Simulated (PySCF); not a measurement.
C3H5N2, SMILES [nH+]1ccc[nH]1, charge +1.

Geometry: TPSSh-D3(BJ)/def2-SVP. The isomer is the one that the SMILES or the coordinates give; other isomers of the formula were not compared.

Method: HF/def2-TZVP (PySCF).

Symmetry labels are those of the subgroup C2v that the program uses (full group C2v).

Task: List the valence orbital energies around the gap with their symmetry. (An estimate is asked for; the answer gives what the named calculation found.)

Result: 
```tsv
orbital	symmetry	energy (eV)
HOMO−7	A1	-28.05
HOMO−6	B2	-23.74
HOMO−5	B1	-23.49
HOMO−4	A1	-23.22
HOMO−3	A1	-21.64
HOMO−2	B2	-21.32
HOMO−1	A2	-16.90
HOMO	B1	-15.63
LUMO	A2	-2.42
LUMO+1	A1	-1.42
LUMO+2	B2	-0.37
LUMO+3	B1	0.11
```
